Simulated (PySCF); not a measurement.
## Computed properties of Si(Cl)(Br)(vinyl)(NH2) (C2H5BrClNSi), SMILES C=C[Si](N)(Cl)Br

Si(Cl)(Br)(vinyl)(NH2) (C2H5BrClNSi), SMILES C=C[Si](N)(Br)Cl. Coordinates come from a B3LYP-D3(BJ)/def2-SVP optimisation. The values are those of a single conformer. All values are computed for the isolated molecule unless a solvent is named; none is compared with measurement here.

**Structure.** All 27 harmonic modes at B3LYP-D3(BJ)/def2-SVP (PySCF) are real, so it is a minimum. With heavy atoms numbered as in [CH2:1]=[CH:2][Si:3]([NH2:4])([Cl:5])[Br:6], the shortest bond between them is C1–C2 at 1.340 Å and the longest Si3–Br6 at 2.239 Å.

**Vibrations.** The strongest infrared lines (harmonic, unscaled, degenerate partners summed) lie at 582 cm⁻¹ (188 km/mol, Si 36 %, H 34 %, C 20 %), 436 cm⁻¹ (108 km/mol, H 52 %, N 19 %, Si 15 %), 841 cm⁻¹ (102 km/mol, H 72 %, N 16 %, Si 11 %). The softest mode is at 75 cm⁻¹ and the zero-point energy is 45.2 kcal/mol.

**Electronic structure.** HF/def2-TZVP (PySCF) places the frontier levels at -10.64 and 2.70 eV, a gap of 13.34 eV, and gives a dipole moment of 2.83 D and a mean polarisability of 81.3 bohr³. PBE/def2-TZVP (PySCF) at the same geometry gives -6.65 and -2.02 eV, so its gap is 8.71 eV narrower. An orbital gap is neither the optical nor the fundamental gap.

**Excitations.** TDDFT-PBE0/def2-SVPD (PySCF) has S1 at 5.87 eV (211 nm, f = 0.006, weak); the most intense of the 10 singlets computed lies at 7.05 eV (f = 0.20). T1 (TDA) is at 4.08 eV. TDDFT-PBE/def2-SVPD (PySCF) puts S1 at 4.67 eV. No vertical singlet excitation falls in the visible range (under 3.1 eV).

**NMR.** GIAO shifts at B3LYP/pcSseg-1 (PySCF) (non-relativistic, atoms alike by connectivity averaged): ¹³C at 147.1 ppm against TMS; ¹H from 1.5 to 6.6 ppm against TMS; ²⁹Si at 14.9 ppm against TMS. Without spin–orbit terms, shifts of atoms bonded to Cl or Br come out too high.

**Solvation.** SMD-PBE0/def2-SVP (PySCF) gives -2.6 kcal/mol in water, -5.1 kcal/mol in benzene, -6.5 kcal/mol in chlorobenzene (1 M in both phases, gas-phase geometry); of these solvents chlorobenzene holds the molecule best.
